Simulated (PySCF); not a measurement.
A structure optimised at B3LYP-D3(BJ)/def2-SVP, used in a PySCF frequency run:

```xyz
13

N      1.3402    -0.1934     1.0847
Si     0.0000     0.0000     0.0000
N      0.1934     1.3402    -1.0847
N     -1.3402     0.1934     1.0847
N     -0.1934    -1.3402    -1.0847
H      2.2837    -0.1884     0.7095
H      1.2634    -0.8559     1.8510
H      0.1884     2.2837    -0.7095
H      0.8559     1.2634    -1.8510
H     -2.2837     0.1884     0.7095
H     -1.2634     0.8559     1.8510
H     -0.8559    -1.2634    -1.8510
H     -0.1884    -2.2837    -0.7095
```
Charge 0, spin multiplicity 1.

Problem. Write its SMILES, formula and point group.

Solution. N[Si](N)(N)N, H₈N₄Si, S4

Problem. What are its rotational constants (standard atomic weights)?

Solution. 3.7917, 3.4052, 3.4052 GHz
